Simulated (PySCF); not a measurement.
C2H3N3, triplet, geometry from GFN2-xTB (a higher spin typed on purpose: for a closed-shell molecule this is an excited state); TPSS/STO-3G (PySCF).

PySCF was given this input:
```python
from pyscf import gto, scf, dft

mol = gto.Mole()
mol.atom = '''
    C     1.171013    0.004751   -0.092470
    N     0.446365    1.083380   -0.115987
    C    -0.856665    0.747767    0.092638
    N    -0.942221   -0.666660    0.207449
    N     0.377843   -1.083067    0.014059
    H     2.229201   -0.057500   -0.215749
    H    -1.680901    1.382009   -0.145967
    H    -1.608295   -1.175186   -0.377944
'''
mol.basis = 'sto-3g'
mol.charge = 0
mol.spin = 2
mol.verbose = 3
mol.build()

mf = dft.UKS(mol)
mf.xc = 'tpss'
mf.kernel()
mf.analyze()
```

Q: What does PySCF print? Leave out banner, timings and long lists.

A: 
```
converged SCF energy = -239.04663426102  <S^2> = 2.0130062  2S+1 = 3.0086583
**** MO energy ****
                             alpha | beta                alpha | beta
MO #1   energy= -14.0067317829762  | -14.0027561834887  occ= 1 | 1
MO #2   energy= -13.9751393274904  | -13.9624095994034  occ= 1 | 1
MO #3   energy= -13.9589968938316  | -13.9549058536523  occ= 1 | 1
MO #4   energy= -9.89298890498109  | -9.89150796285159  occ= 1 | 1
MO #5   energy= -9.85945426868693  | -9.84898483720187  occ= 1 | 1
MO #6   energy= -0.967538624430628 | -0.949837476369351 occ= 1 | 1
MO #7   energy= -0.809474696623316 | -0.796502079354013 occ= 1 | 1
MO #8   energy= -0.729389566005165 | -0.70576709745136  occ= 1 | 1
MO #9   energy= -0.562001602699079 | -0.547158914281454 occ= 1 | 1
MO #10  energy= -0.522971351839293 | -0.512092473442254 occ= 1 | 1
MO #11  energy= -0.455830157344554 | -0.442085261468741 occ= 1 | 1
MO #12  energy= -0.407246856970831 | -0.391061279924523 occ= 1 | 1
MO #13  energy= -0.370057004937101 | -0.363163215313299 occ= 1 | 1
MO #14  energy= -0.348853909552167 | -0.31811850269215  occ= 1 | 1
MO #15  energy= -0.24551143811942  | -0.21029316451978  occ= 1 | 1
MO #16  energy= -0.213313342064246 | -0.180914331028223 occ= 1 | 1
MO #17  energy= -0.20114412758348  | -0.141843985189511 occ= 1 | 1
MO #18  energy= -0.177216227893085 | -0.124843611150155 occ= 1 | 0
MO #19  energy= -0.00487695878573735 | 0.0621847938618394 occ= 1 | 0
MO #20  energy= 0.0874528138948154 | 0.123094405615226  occ= 0 | 0
MO #21  energy= 0.241941437288251  | 0.26779885265147   occ= 0 | 0
MO #22  energy= 0.305083333277965  | 0.330713708258628  occ= 0 | 0
MO #23  energy= 0.335654615101715  | 0.357830271014029  occ= 0 | 0
MO #24  energy= 0.34584325088908   | 0.375161039675074  occ= 0 | 0
MO #25  energy= 0.41508837394199   | 0.437966039784013  occ= 0 | 0
MO #26  energy= 0.527789480415656  | 0.553792706261053  occ= 0 | 0
MO #27  energy= 0.551939099379189  | 0.574250266228823  occ= 0 | 0

To work with the spin densities directly, `use mulliken_meta_spin()` only printing them here.

 ** Mulliken spin pop alpha/beta on meta-lowdin orthogonal AOs **
 ** Mulliken Spin Density (per atom)  **
spin density of  0 C =      0.08850
spin density of  1 N =      0.27923
spin density of  2 C =      0.61726
spin density of  3 N =      0.19987
spin density of  4 N =      0.80179
spin density of  5 H =     -0.00610
spin density of  6 H =     -0.02079
spin density of  7 H =      0.04024
 ** Mulliken pop alpha/beta on meta-lowdin orthogonal AOs **
 ** Mulliken atomic charges   ( Nelec_alpha | Nelec_beta ) **
charge of  0C =      0.00557  (     3.04146      2.95296 )
charge of  1N =     -0.10158  (     3.69041      3.41117 )
charge of  2C =     -0.02053  (     3.31890      2.70163 )
charge of  3N =     -0.09662  (     3.64824      3.44838 )
charge of  4N =     -0.06477  (     3.93328      3.13149 )
charge of  5H =      0.07416  (     0.45987      0.46597 )
charge of  6H =      0.05797  (     0.46062      0.48141 )
charge of  7H =      0.14580  (     0.44722      0.40698 )
Dipole moment(X, Y, Z, Debye): -0.84724, -0.53547, -0.91899
```
